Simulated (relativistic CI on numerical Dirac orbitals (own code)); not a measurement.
**Hyperfine structure of Ba53+, mass number 137**

Computed by Dirac-Coulomb-Breit CI, separate exchange-only KLI orbitals for each configuration, QED by a radiative potential, unscaled Slater integrals (own radial code, finite nucleus).

Configuration list (outside the closed core 1s2): 2s, 2p, 3s, 3p, 3d, 4s, 4p, 4d, 4f, 5s, 5p, 5d, 5f, 5g. Levels of other configurations are missing.

Nuclear spin I = 3/2, μ = 0.9375 μN, Q = 0.236 b (tables of Stone and Pyykkö). The electronic factors are computed for point nuclear moments, without core polarisation or the Bohr-Weisskopf and QED corrections.

| Level | E (eV) | A (GHz) | B (GHz) |
| --- | --- | --- | --- |
| 2s 2S_1/2 | 0.00 | 4762 |  |
| 2p 2P°_1/2 | 126.32 | 1529 |  |
| 2p 2P°_3/2 | 562.76 | 224.9 | 164 |
| 3s 2S_1/2 | 5973.66 | 1412 |  |
| 3p 2P°_1/2 | 6008.40 | 465.2 |  |
| 3p 2P°_3/2 | 6138.14 | 68.69 | 50.6 |
| 3d 2D_3/2 | 6148.79 | 39.67 | 9.85 |
| 3d 2D_5/2 | 6187.94 | 16.25 | 12.8 |

Levels with J = 0, under 50 % of one LS term, or S terms without an open s electron are left out. Small factors come from cancelling terms and can be off by tens of per cent or more.

At this charge energies of transitions that change n are usually good to better than 1 %, and those within a shell (Δn = 0) to a few per cent.

(1) Give the hyperfine levels of 2s 2S_1/2 relative to its centre of gravity.

## Answers

(1) With K = F(F + 1) − I(I + 1) − J(J + 1), E = AK/2: F = 1: -5953, F = 2: 3572 GHz.
